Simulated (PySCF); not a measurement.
**UHF on Cr (chromium, neutral)**

Configuration: [Ar] 3d5 4s1, high-spin 7S determinant. Computed with PySCF 2.14 in Sapporo-DKH3-DZP-2012 (6s5p3d1f, 43 functions), with scalar relativity by spin-free X2C-1e.

```
Total energy                        : -1049.631840 hartree
One-electron energy                 : -1447.8755 hartree
Hartree (Coulomb) energy            : 446.4369 hartree
Exchange energy                     : -48.1933 hartree
⟨S²⟩                                : 12.0001
⟨L²⟩                                : 0.000
Sum of ⟨r⟩                          : 20.42 bohr
Sum of ⟨r²⟩                         : 37.30 bohr²
Langevin diamagnetic susceptibility : -29.5 ×10⁻⁶ cm³/mol
Time after the integrals            : 0.09 s of wall time on 1 thread of Neoverse-V2 (shared host)
```

```tsv
shell	electrons	mean orbital energy (hartree)	rms radius, mean of both spins (bohr)
1s α	1	-222.01743	0.0734
1s β	1	-222.01681	0.0734
2s α	1	-26.60057	0.317
2s β	1	-26.50171	0.317
2p α	3	-22.24101	0.287
2p β	3	-22.14552	0.287
3s α	1	-3.51086	0.972
3s β	1	-3.16565	0.972
3p α	3	-2.26938	1.06
3p β	3	-1.85070	1.06
3d α	5	-0.36592	1.59
4s α	1	-0.22548	3.92
```

Densities and radii are taken from the X2C orbitals without a picture-change correction, which distorts them close to the nucleus.
